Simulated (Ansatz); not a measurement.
The first iterations of a band of BrH + FH6HfN3 (13 atoms, charge 0, multiplicity 1).

All numbers below come from Ansatz 0.2.0, RKS PBE/def2-SVP.

| Quantity | Value |
| --- | --- |
| movable images | 7 |
| climbing image | yes |
| spring | 5.0 eV/Å² |
| optimiser | quadratic models (default) |
| start path | through a guess of the saddle point |
| force threshold | 0.05 eV/Å |
| iteration limit | 60 |
| end points | relaxed |

Image 0:

```xyz
13
Properties=species:S:1:pos:R:3
Hf 0.038 0.058 -0.093
F -0.066 0.098 1.892
N 1.975 -0.038 -0.728
H 2.691 -0.657 -0.328
H 2.424 0.557 -1.432
N -0.757 1.741 -0.930
H -1.466 1.793 -1.670
H -0.616 2.688 -0.557
N -0.942 -1.542 -0.887
H -1.878 -1.817 -0.561
H -0.610 -2.245 -1.555
Br -3.175 -0.460 2.267
H -1.744 -0.177 2.378
```

Image 8:

```xyz
13
Properties=species:S:1:pos:R:3
Hf -0.498 -0.111 -0.042
F 0.083 1.114 1.990
N 1.532 -0.289 -0.041
H 2.097 -0.871 -0.669
H 2.153 0.180 0.629
N -1.022 1.575 -1.049
H -1.996 1.888 -1.160
H -0.407 2.284 -1.463
N -1.000 -1.569 -1.369
H -0.933 -2.578 -1.183
H -1.402 -1.446 -2.305
Br -2.077 -0.812 2.023
H -0.656 0.634 2.435
```

| iteration | highest image above the first end (eV) | largest band force component (eV/Å) |
| --- | --- | --- |
| 1 | 2.727 | 4.825 |
| 2 | 1.148 | 1.927 |
| 3 | 0.513 | 0.934 |
| 4 | 0.346 | 0.818 |
| 5 | 0.258 | 0.427 |
| 6 | 0.241 | 0.438 |

Question: Does the band converge within its limit, and where does its top end?

Answer: The run converged. It ended after 19 iterations with the highest image 0.127 eV above the first end. The profile has 2 maxima (images 1, 4) with wells between them (image 3): this band takes more than one step, which may be the mechanism or a detour left from its start path. A vibrational analysis at the climbing image gives one clearly imaginary mode, 127i cm⁻¹: a first-order saddle point. The orbitals stay closed-shell, which can raise the energy where a bond breaks towards radicals; this wasn't checked here.

Run time: 6.2 min on 4 threads of Arm Neoverse V1, on a shared host, peak memory 0.25 GiB.
